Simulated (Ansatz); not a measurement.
Reaction (ligand exchange at the Si–C bond): `CC[Si](N)(O)Cl` + HBr → `N[Si](O)(Cl)Br` + `CC`

Computed with Ansatz on PBE0-D4/def2-TZVP structures; ΔE is electronic, products minus reactants. CCSD(T)/CBS is the MP2 limit (def2-TZVPP, def2-QZVPP) plus CCSD(T) − MP2 in def2-TZVPP, frozen cores. This one scheme is used for every species. DFT in def2-TZVPP. For Br outer-core shells are correlated without core-valence functions, which leaves a few kJ/mol of doubt a bond. Scalar relativity is left out up to krypton. One conformer a species, not always the lowest.

| level | ΔE (kcal/mol) |
| --- | --- |
| r2SCAN-D4 | -22.5 |
| B97M-V | -22.5 |

(1) What does CCSD(T)/CBS give? (An estimate is asked.)

Largest T1 diagnostic among the species: 0.010.

Answers

(1) Ansatz gave: -22.2 kcal/mol. The listed levels differ from it by -0.3, -0.3 kcal/mol.

Leaving LDA and LC-ωPBE aside and taking each functional with its dispersion term where it has one, the values, not all of them listed here, spread over 1.6 kcal/mol, from BHLYP-D4 to BLYP-D4. LDA lies +2.2 kcal/mol from PBE without D4. At CCSD(T), def2-SVP lies +2.1 kcal/mol from the extrapolated value and def2-TZVPP +1.2 kcal/mol.
